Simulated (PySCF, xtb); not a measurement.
H₈N₂OSi₂, SMILES N[SiH2]N[SiH2]O.

GFN2-xTB in xtb 6.7.1 at its own geometry gives an orbital gap of 5.75 eV and a dipole moment of 2.27 D.

Geometry: PBE-D3(BJ)/def2-SVP. This is a generated structure with no PubChem entry under its InChIKey; it may be hypothetical. One conformer was computed; it need not be the lowest.

Task: What does HF/def2-TZVP run with PySCF give? (Estimate from the structure and the level; the computed values follow.)

Result: gap 13.72 eV (levels -10.83 and 2.89 eV), dipole 2.19 D.
